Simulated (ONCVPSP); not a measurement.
**Reading a pseudo-wave (Si)**

Columns: radius, all-electron u(r) and pseudo u(r) of the 3p shell (level -4.06 eV) of silicon in the configuration [Ne] 3s2 3p2; PBEsol, scalar-relativistic, ONCV scheme, ONCVPSP 4.0.1.

```csv
r (bohr),all-electron,pseudo
0.123,-0.1322,0.0061
0.245,-0.2431,0.0238
0.368,-0.2522,0.0528
0.490,-0.1908,0.0913
0.613,-0.0934,0.1380
0.735,0.0157,0.1901
0.858,0.1248,0.2461
0.980,0.2249,0.3033
1.103,0.3144,0.3602
1.225,0.3909,0.4141
1.348,0.4557,0.4639
1.470,0.5081,0.5074
1.593,0.5496,0.5445
1.715,0.5804,0.5743
1.838,0.6021,0.5972
1.960,0.6157,0.6127
2.083,0.6223,0.6210
2.205,0.6230,0.6227
2.328,0.6188,0.6187
2.450,0.6105,0.6104
2.573,0.5987,0.5987
2.695,0.5845,0.5845
2.818,0.5680,0.5680
2.940,0.5501,0.5501
3.063,0.5308,0.5308
3.185,0.5109,0.5109
```

**Question.** How many radial nodes do the two functions have?

**Answer.** The all-electron 3p function has n − l − 1 = 1; the pseudo-wave has 0, since the states of the same l below it are removed with the core.

**Question.** At about which radius was the pseudo-wave matched?

**Answer.** 2.45 bohr. The columns agree to 0.0005 from 2.21 bohr on; several derivatives are matched, so the curves merge somewhat inside the radius.

**Question.** Is the pseudo-wave norm-conserving?

**Answer.** Yes: the ONCV scheme keeps the norm inside the radius equal to the all-electron one, which fixes the energy derivative of the logarithmic derivative at the level.
